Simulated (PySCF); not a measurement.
[Ho(SH)4]− at several levels of theory

Computed with PySCF 2.14.0 (density fitting, no spin-orbit coupling) at the geometry relaxed with PBE0:

```xyz
9
[Ho(SH)4]− (singlet in the valence; each metal's 4f electrons, 10 of them, lie in its core potential, out of spins and levels)
Ho    0.0000    0.0000    0.0019
S     1.4442    1.5726    1.5525
H     1.8124    0.4897    2.2787
S    -1.4442   -1.5726    1.5525
H    -1.8124   -0.4897    2.2787
S     1.5706   -1.4454   -1.5494
H     0.4874   -1.8087   -2.2777
S    -1.5706    1.4454   -1.5494
H    -0.4874    1.8087   -2.2777
```

```tsv
level	basis	state	HOMO (eV)	gap (eV)	charge on Ho1 (e)	population of f-type functions on Ho1 (polarisation alone where 4f lies in the core)	dipole about the centre of mass (D)	largest force component (eV/Å)
PBE0	Ho lcecp-1-SVP with ECP56, S def2-SVP, H def2-SVP	singlet	-3.06	6.14	0.56	0.03	0.00	0.00
```

In the lcecp rows the 4f levels are missing from HOMO and gap, and the state counts the valence alone.

Charges are Mulliken's, which hang on the basis. The relaxation used the grid (50, 194), these runs (75, 302) or, all-electron (x2c bases, spin-free X2C Hamiltonian), (99, 590).

A further run in the first row's basis gives HOMO (eV) -5.84, gap (eV) 11.01, charge on Ho1 (e) 1.00, population of f-type functions on Ho1 (polarisation alone where 4f lies in the core) 0.03, dipole about the centre of mass (D) 0.00, largest force component (eV/Å) 0.48. Which level was it?
A. M06-L
B. HF

B. The others give HOMO -2.10 eV (M06-L).

In the first row's basis the gap widens with exact exchange: 5.0 eV for M06-L (none); 6.1 eV for PBE0 (a fixed share); 11.0 eV for Hartree–Fock (rising or full at long range).

No frequency check is given that shows the relaxed geometry to be a minimum, and it was reached by following one of several unstable modes of a saddle point. An lcecp potential fixes the number of 4f electrons, so in runs with it no electron can move into or out of that shell.
